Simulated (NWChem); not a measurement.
# C4H7N; SMILES CN1C=CC1

```xyz
12

C      0.0384     1.7567     0.1819
N      0.0325     0.4356    -0.4126
C      0.9914    -0.5501    -0.0667
C      0.1047    -1.5473     0.2109
C     -1.0228    -0.5633    -0.0522
H     -0.8170     2.3479    -0.2045
H      0.9682     2.2856    -0.1126
H     -0.0138     1.7533     1.3006
H      2.0860    -0.4229    -0.1049
H      0.1581    -2.6341     0.3383
H     -1.6143    -0.2537     0.8368
H     -1.7130    -0.7888    -0.8944
```
Atoms are numbered in this order, from 1.

Level: PBE-D3(BJ)/def2-SVP (NWChem), optimised geometry, unscaled harmonic frequencies. 

```
frequency (cm⁻¹)  IR intensity (km/mol)
----------------  ---------------------
208                                 8.1
231                                 0.8
343                                 0.4
435                                34.6
665                                43.3
735                                 5.7
838                                35.5
902                                12.2
922                                 0.4
952                                 6.5
999                                19.2
1041                                4.5
1069                               10.5
1124                                9.6
1149                                8.7
1196                                2.6
1226                               24.1
1339                               35.6
1377                                3.6
1400                               22.9
1412                               10.6
1432                                6.5
1565                               15.3
2879                              107.5
2969                               31.5
3008                               28.8
3030                               17.7
3057                               14.1
3117                               11.4
3196                                2.3
```

```json
{
  "zero_point_energy": "62.6 kcal/mol",
  "thermal correction to the enthalpy at 298.15 K (with zero-point energy)": "66.5 kcal/mol",
  "heat capacity Cv": "18.7 cal/(mol K)",
  "entropy at 298.15 K and 1 atm (symmetry number 1)": "71.1 cal/(mol K)",
  "dipole_moment": "0.81 D"
}
```

Rigid rotor and harmonic oscillator.
